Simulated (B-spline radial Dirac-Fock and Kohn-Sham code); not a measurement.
**Widths and yields of inner-shell holes in Nb⁵⁺**

System: the Nb⁵⁺ ion, configuration [Ar] 3d10 4s2 4p6.

Level of theory: a relativistic independent-particle model: LDA orbitals of the hole state, radiative multipoles to third order, Auger rates from the Coulomb interaction with a continuum orbital, Dirac-Fock energies; a radial atomic solver.

Partial widths are in eV. Coster-Kronig decay leaves a hole in the same principal shell; its rates are the weakest part of the model, often 1.5 to 2.5 times too large and more for N holes. Holes without an open Auger channel, or with an unreliable SCF state, are not listed.

| hole | radiative | Auger | Coster-Kronig | total | fluorescence yield | lifetime (fs) |
| --- | --- | --- | --- | --- | --- | --- |
| K | 3.05 | 1.03 | 0 | 4.08 | 0.747 | 0.161 |
| L1 | 0.0387 | 0.977 | 3.14 | 4.15 | 0.00933 | 0.159 |
| L2 | 0.0558 | 1.44 | 0 | 1.50 | 0.0373 | 0.440 |
| L3 | 0.0542 | 1.55 | 0 | 1.60 | 0.0338 | 0.411 |
| M1 | 0.000681 | 0.137 | 1.28 | 1.42 | 0.000481 | 0.465 |
| M2 | 0.000545 | 0.158 | 2.84 | 3.00 | 0.000182 | 0.220 |
| M3 | 0.000477 | 0.162 | 3.07 | 3.24 | 0.000147 | 0.203 |
| M4 | 3.76e-05 | 0.0391 | 0 | 0.0391 | 0.000960 | 16.8 |
| M5 | 3.50e-05 | 0.0426 | 0 | 0.0426 | 0.000821 | 15.5 |

Values without a named source are computed, but for edge energies of neutral atoms, which are taken from tables.
